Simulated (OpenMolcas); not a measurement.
Fe2+ (d6) in a complex was computed by CASSCF with the d shell active (OpenMolcas, ANO-RCC-VDZP on the metal). Its lowest spin-free states, and all those of the highest spin:

```tsv
2S+1	Degeneracy	E (cm-1)
5	3	0.0
5	2	7278
3	3	17574
3	3	20528
1	1	22505
3	3	23004
3	2	25685
3	3	25710
3	3	26458
1	3	27494
3	1	30136
3	3	30165
```

Is the site octahedral, tetrahedral or cube-like, axial, or of lower symmetry?

The states with 2S+1 = 5 have orbital degeneracies 3, 2. Threefold states need a cubic site. For d6 at this spin an octahedron puts the threefold T2 below the twofold E and a tetrahedron or cube puts the twofold E below the threefold T2, so the site is octahedral. The first gap at this spin, 7280 cm-1, is |10Dq| in ligand-field theory. The run had Fe2+ with 6 ligands (water) in octahedral coordination (Th) at 2.14 Å. Ligand basis ANO-RCC-VDZP.

An orbital triplet at a regular site is open to Jahn-Teller coupling, which can distort the site and quench the lowest spin-orbit gaps and is left out. Without dynamic correlation the repulsion within the d shell is too large (B by tens of per cent), so at a given field states of lower spin stand too high. Ligand-to-metal charge-transfer states are missing. With no ligand orbital active B as a rule stays too high, so bands that hang on it stand too high and its fall with covalency is understated. With metal d orbitals alone and no dynamic correlation the field as a rule comes out too small, by tens of per cent, by up to half for chloride and softer ligands, and with too little covalency χT stands high. No measured value stands beside these numbers; the geometry was imposed, not optimised, and the real ion may take another.
